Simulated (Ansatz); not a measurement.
Basis sets compared for the cluster Cd2SeF2 (the lowest singlet isomer of a short search). Total charge 0; singlet. Geometry PBE-D4/def2-SVP. Ansatz on 4 threads of Intel Xeon on a shared host; times are rough, and most runs start from earlier orbitals.

```csv
atom,x (Å),y (Å),z (Å)
Cd1,-0.403,-1.144,-1.246
Cd2,0.086,1.337,1.109
Se3,-1.546,0.943,-0.672
F4,1.373,1.673,2.534
F5,0.490,-2.810,-1.724
```

In the def2 sets Cd takes a core potential, while STO-3G treats all electrons; there is no spin–orbit coupling. The structure comes from a short search, and lower isomers may exist.

STO-3G and 6-31G are all-electron sets without relativity, so their totals don't compare with the def2 sets.

Binding counts from free atoms (Cd singlet, Se triplet, F doublet) in the same basis, without a counterpoise term.

| level | functions | energy (Eh) | HOMO (eV) | LUMO (eV) | binding per atom (eV) | wall time |
| --- | --- | --- | --- | --- | --- | --- |
| HF/STO-3G | 82 | -13392.9883 | -5.88 | 7.04 | – | 0.8 s |
| HF/def2-TZVP | 190 | -2932.6536 | -9.95 | 0.28 | 1.28 | 2 s |
| PBE-D4/def2-SVP | 122 | -2935.8154 | -6.33 | -3.17 | 2.25 | 0.9 s |
| PBE-D4/def2-TZVP | 190 | -2936.4480 | -6.55 | -3.35 | 2.22 | 1.3 s |
| r2SCAN-D4/def2-TZVP | 190 | -2937.0055 | -6.80 | -3.16 | 2.20 | 2.7 s |
| PBE0-D4/def2-SVP | 122 | -2935.8668 | -7.47 | -2.39 | 2.12 | 1.7 s |
| PBE0-D4/def2-TZVP (with forces) | 190 | -2936.4945 | -7.65 | -2.54 | 2.11 | 3.2 s |

Estimate the rows for PBE-D4/def2-TZVPD, r2SCAN-D4/def2-TZVPD, PBE0-D4/def2-TZVPD.


```json
{"level": "PBE-D4/def2-TZVPD", "functions": "217", "energy (Eh)": "-2936.4539", "HOMO (eV)": "-6.59", "LUMO (eV)": "-3.41", "binding per atom (eV)": "2.23", "wall time": "1.7 s"}
{"level": "r2SCAN-D4/def2-TZVPD", "functions": "217", "energy (Eh)": "-2937.0108", "HOMO (eV)": "-6.82", "LUMO (eV)": "-3.19", "binding per atom (eV)": "2.22", "wall time": "3.3 s"}
{"level": "PBE0-D4/def2-TZVPD", "functions": "217", "energy (Eh)": "-2936.5000", "HOMO (eV)": "-7.68", "LUMO (eV)": "-2.59", "binding per atom (eV)": "2.13", "wall time": "3.2 s"}
```
